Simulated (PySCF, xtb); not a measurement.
CH2ClFO2Si, SMILES Cl[Si@@H](OC=O)F. One conformer was computed; it need not be the lowest.

Harmonic wavenumbers (cm⁻¹) from xtb with GFN2-xTB at its own minimum, in rising order: 23, 84, 131, 186, 245, 307, 538, 623, 659, 720, 725, 848, 943, 1169, 1353, 1801, 2470, 2821.

Task: What does B3LYP-D3(BJ)/def2-SVP (PySCF 2.14.0) give at its own minimum? (The exact figures need the calculation; the answer reports its results.)

Result: 64, 110, 142, 236, 306, 339, 564, 726, 774, 840, 849, 948, 1040, 1195, 1395, 1856, 2353, 3048. Paired by order, the mean absolute difference is 76 cm⁻¹ and the zero-point energies are 22.4 and 24.0 kcal/mol.
